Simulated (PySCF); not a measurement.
## ZrS2: from structure and modes to constants

Computed with PySCF, PBE0, basis Zr def2-TZVP with ECP28, S def2-TZVP (scalar-relativistic core potentials, no spin–orbit coupling, density fitting).

The singlet minimum has C2v symmetry. Masses (u): Zr 89.90470, S 31.97207.

```xyz
3
charge 0 multiplicity 1, angstrom
Zr   -0.5260    0.0000    0.0000
S     0.7396    1.8078    0.0000
S     0.7396   -1.8078    0.0000
```

Harmonic wavenumbers (cm⁻¹): 158.0 (a1, ×1), 530.9 (b2, ×1), 536.8 (a1, ×1).

Problem. Find the principal moments of inertia and the rotational constants. What kind of rotor is it?

Solution. About the centre of mass I = 59.85, 208.99, 268.84 u Å². With B = 16.8576/I this gives 0.2817, 0.08066, 0.06271 cm⁻¹. The molecule is an asymmetric top with κ = -0.84.

Problem. Find the vibrational entropy and heat capacity at 298.15 K.

Solution. With u = 1.43878 ω/T, each mode gives S = R[u/(eᵘ−1) − ln(1−e⁻ᵘ)] and C = R u² eᵘ/(eᵘ−1)².
```csv
ω (cm⁻¹),u,S (J/(mol K)),C (J/(mol K))
158.0,0.762,10.77,7.92
530.9,2.562,2.45,4.94
536.8,2.590,2.39,4.89
```
The sums over all modes are S = 15.6 and C = 17.8 J/(mol K); the softest mode gives 69 % of the entropy.

Only a few start shapes were tried, so a lower isomer may exist.
